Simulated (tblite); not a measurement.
C₆H₈O₂S (charge -1 and doublet state).
Structure used (GFN2-xTB), in Å, numbered top down from 1:
```
atom  x, y, z in Å
C1    -3.3616   -0.2056   -0.7141
C2    -2.0010   -0.4090   -0.0413
O3    -1.8707   -1.2753    0.8428
C4    -0.9751    0.4455   -0.5094
C5     0.3093    0.3998   -0.0157
O6     1.2547    1.2206   -0.4824
C7     2.5214    1.2409   -0.0563
C8     2.9811    0.3053    1.0191
S9     3.5627    2.3405   -0.7637
H10   -3.2798   -0.3717   -1.7878
H11   -4.0842   -0.9042   -0.2977
H12   -3.7135    0.8126   -0.5505
H13   -1.2059    1.1622   -1.2841
H14    0.5525   -0.3120    0.7601
H15    2.4161    0.4599    1.9438
H16    4.0342    0.4903    1.2129
H17    2.8530   -0.7383    0.7144
```

Level: GFN2-xTB in tblite, geometry and Hessian alike; calculated harmonic values, unscaled, isolated species. The method is semi-empirical: single wavenumbers can be off by several per cent or more. One conformer, not necessarily the lowest. Open shells enter through the occupations alone, without spin polarisation, and single modes of such species can be off by tens of per cent.

Harmonic wavenumbers (cm⁻¹): 50.8, 76.7, 80.9, 88.5, 182.1, 203.6, 204.3, 264.3, 269.5, 351.0, 371.4, 405.0, 477.5, 538.5, 604.8, 674.6, 749.3, 869.1, 933.9, 981.3, 982.8, 983.2, 993.0, 1119.2, 1175.5, 1202.4, 1229.7, 1268.1, 1314.5, 1362.1, 1381.7, 1477.9, 1484.1, 1486.7, 1490.5, 1521.6, 1615.0, 2917.1, 2938.8, 2990.8, 2998.9, 3031.1, 3050.0, 3067.3, 3078.6.

A = 4180, B = 498.1, C = 447.5 MHz; mass 144.025 u (most abundant isotopes); point group Cs, symmetry number 1; spin multiplicity 2.

Q: What is the zero-point energy?

A: ½Σν̃ = 27269 cm⁻¹ = 326.21 kJ/mol.

Q: Give the ideal-gas entropy at 400 K and 1 bar in the rigid-rotor, harmonic-oscillator model (classical rotation).

A: Translation 176.95, rotation 130.12, vibration 179.30, spin (R ln 2) 5.76: S = 492.1 J/(mol K).

Q: And Cp and H(400 K) − H(0)?

A: Cp = 197.54 J/(mol K), of which vibrations give 164.28 (their classical limit is 45 R = 374.2); H(400 K) − H(0) = 49.27 kJ/mol without the zero-point energy, 35.97 from vibrations.

Q: What must be added to the electronic energy to get the Gibbs energy at 400 K and 1 bar?

A: ZPE + [H(400 K) − H(0)] − T·S = 326.21 + 49.27 − 196.85 = 178.63 kJ/mol.

Q: How do the functions run with temperature in this model?

A: 
```
T (K)  S (J/(mol K))  Cp (J/(mol K))  H − H(0) (kJ/mol)  G − H(0) (kJ/mol)  ln q(vib)
  100          308.7            86.4               5.86             -25.02       2.01
  200          381.9           127.4              16.65             -59.73       5.07
  300          440.4           163.4              31.19            -100.92       7.98
  500          539.5           227.1              70.55            -199.20      13.40
  800          661.0           289.1             148.83            -379.97      20.73
 1000          728.5           315.7             209.45            -519.07      25.14
```

q(vib) and H(0) count from the zero-point level.

Q: Which modes carry the vibrational entropy at 400 K?

A: 50.8 cm⁻¹: 22.46; 76.7 cm⁻¹: 19.05; 80.9 cm⁻¹: 18.61; 88.5 cm⁻¹: 17.87; 182.1 cm⁻¹: 11.98; 203.6 cm⁻¹: 11.09 J/(mol K); the other 39 give 78.25 together.

Q: Blend soft modes into free rotors: weight 1/[1 + (100 cm⁻¹/ν̃)⁴] for the oscillator and the rest for a rotor with moment μB/(μ + B), μ = h/(8π²ν), B = 10⁻⁴⁴ kg m². What vibrational entropy results?

A: 163.72 J/(mol K) in place of 179.30, which changes −T·S at 400 K by +6.23 kJ/mol.

Hindered rotation and anharmonicity are outside this model. Other conformers, if any are populated, would add a mixing term that is left out.

On Arm Neoverse V1, one thread, shared host with 64 logical CPUs at a one-minute load of 8.6, this took 0.63 s wall. This covers the Hessian and the dipole derivatives.
